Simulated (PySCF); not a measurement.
Z-matrix (Å, degrees):
```
Si
C 1 1.7029
H 2 1.0822 1 123.42
H 2 1.0823 3 115.31 1 179.70
H 1 1.4747 2 121.24 3 178.05
C 1 1.8454 5 113.61 2 179.58
C 6 1.3343 1 124.62 5 166.29
H 7 1.0842 6 121.91 1 -0.81
H 7 1.0844 8 116.13 6 179.90
H 6 1.0876 7 118.10 8 179.08
```
Charge 0, spin multiplicity 1.

Question: What is the computed LUMO, HOMO–LUMO gap, dipole moment, HOMO and total energy (PySCF with PBE-D3(BJ)/def2-TZVP // B3LYP-D3(BJ)/def2-TZVP)?

Answer: 
The LUMO is -2.48 eV and the HOMO–LUMO gap is 2.81 eV. The dipole moment is 1.37 D, the HOMO is -5.29 eV and the total energy is -407.0882 Ha.
